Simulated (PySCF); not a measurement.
**Electronic structure of Zn⁺ (zinc, charge +1) at the UHF level**

Configuration: [Ar] 3d10 4p1, 2P determinant (an excited configuration). Calculation: PySCF 2.14, in dyall-av2z (16s12p7d2f, 101 functions); the non-relativistic Hamiltonian (point nucleus).

- Total energy: -1777.337809 hartree
- One-electron energy: -2471.6140 hartree
- Hartree (Coulomb) energy: 763.7561 hartree
- Exchange energy: -69.4799 hartree
- Kinetic energy: 1777.32470 hartree
- ⟨S²⟩: 0.7522
- ⟨L²⟩: 2.006
- Sum of ⟨r⟩: 19.43 bohr
- Sum of ⟨r²⟩: 27.87 bohr²
- Traceless quadrupole moment −½Σ⟨3z² − r²⟩ along its main axis: -5.17 e·bohr²
- Density at the nucleus (Gaussians lack the cusp): 18200 bohr⁻³
- Spin density at the nucleus: 0.0124 bohr⁻³
- Langevin diamagnetic susceptibility: -22.1 ×10⁻⁶ cm³/mol

```csv
shell,electrons,mean orbital energy (eV),spread (eV),"rms radius, mean of both spins (bohr)"
1s α,1,-9625.3,0,0.0591
1s β,1,-9625.3,0,0.0591
2s β,1,-1218.3,0,0.248
2s α,1,-1218.3,0,0.248
2p α,3,-1070.4,0.018,0.221
2p β,3,-1070.4,0.079,0.221
3s α,1,-164.58,0,0.743
3s β,1,-164.56,0,0.743
3p α,3,-115.89,0.055,0.781
3p β,3,-115.85,0.217,0.781
3d β,5,-32.633,0.275,0.988
3d α,5,-32.631,0.249,0.988
4p α,1,-11.169,0,3.60
```

Spin-orbit constants ζ (cm⁻¹) from the X2C one-electron operator on these orbitals (non-relativistic here): bare nucleus, nucleus screened by l(l+1)(2l+1)/3 electrons, and screened by the Breit-Pauli mean field of the electrons.

| shell | bare | screened nucleus | mean field |
| --- | --- | --- | --- |
| 2p | 126700 | 118300 | 114300 |
| 3p | 15720 | 14670 | 14060 |
| 3d | 1649 | 1099 | 1003 |
| 4p | 479.6 | 447.6 | 423.8 |

To first order the Landé constant is A = 423.8 cm⁻¹, so the lowest level has J = 1/2 and lies 0.0525 eV below the centre of the term.
